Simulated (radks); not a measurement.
Pm XXV, 37 electrons, occupied as [Kr] 5s1 (not the ground configuration).

Calculated with a radial shooting solver on a logarithmic mesh with Libxc functionals: scalar-relativistic Kohn-Sham, r2SCAN, spin-polarised, spherical densities, finite nucleus; open shells are filled with parallel spins first (spin-orbit coupling, left out, can overturn this in heavy ions); meta-GGA in the generalised Kohn-Sham scheme; Fermi nuclear charge, rms radius 4.962 fm.

Energy parts (eV):
total: -265427.67
kinetic: 283627.53
electron-nucleus: -616673.28
Hartree: 73081.95
exchange-correlation: -5463.85

Orbitals (lengths in bohr, moments of r in powers of bohr; <r^-3> diverges for s and p1/2):
orbital  occ.  eigenvalue (eV)  <r^-3>
1s up       1        -45853.12       -
1s down     1        -45852.86       -
2s up       1        -8114.862       -
2s down     1        -8114.715       -
2p up       3        -7326.755    9590
2p down     3        -7326.586    9590
3s up       1        -2344.412       -
3s down     1        -2344.119       -
3p up       3        -2095.141    2016
3p down     3        -2094.821    2016
3d up       5        -1758.263   275.0
3d down     5        -1757.947   275.1
4s up       1        -972.3068       -
4s down     1        -971.7596       -
4p up       3        -881.8564   560.6
4p down     3        -881.1770   560.2
4d up       0        -756.0565   72.57
4d down     0        -754.8675   72.89
5s up       1        -523.1314       -
5s down     0        -510.9391       -
5p up       0        -483.9476   219.4
5p down     0        -471.5016   225.1
6s up       0        -316.8690       -

The highest occupied level is 5s up at -523.13 eV. The configuration is held as typed, so some empty levels lie below it. The density falls to 0.001 e/bohr^3 at r = 1.78 bohr. The electron density at the nucleus is 5.146e+05 e/bohr^3 (large components only).
